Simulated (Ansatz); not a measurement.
Dissociation curve of LiNa, singlet.

Calculation: full CI/def2-SVP, frozen core (Ansatz, an electronic-structure program).

Question: Relative to R = 3.04 Å, what are the energies at R = 3.90, 4.40, 7.20, 8.81 Å?

Answer: 9.3 mEh at 3.90 Å, 16.2 mEh at 4.40 Å, 27.9 mEh at 7.20 Å, 28.1 mEh at 8.81 Å.
